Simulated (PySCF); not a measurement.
This script is equivalent to a calculation on Xe (xenon, neutral).

```python
from pyscf import gto, scf, dft, mp, cc
import basis_set_exchange as bse
txt = bse.get_basis("aug-cc-pVDZ-PP", elements=["Xe"], fmt="nwchem", header=False)
cut = txt.index("\nECP")
mol = gto.M(atom="Xe 0 0 0", charge=0, spin=0, symmetry="D2h",
            basis=gto.basis.parse(txt[:cut]),
            ecp={"Xe": gto.basis.parse_ecp(txt[cut:])})
mf = scf.UHF(mol)
mf.irrep_nelec = {'Ag': (4, 4), 'B1g': (1, 1), 'B2g': (1, 1), 'B3g': (1, 1), 'B1u': (2, 2), 'B2u': (2, 2), 'B3u': (2, 2)}
mf.kernel()
```

Problem. What total energy does it give?

Solution. -328.29172 hartree (calculated).

Problem. Which occupied shell lies highest, and where?

Solution. 5p, at -12.442 eV.

Energies and moments cover only the electrons outside the core potential.
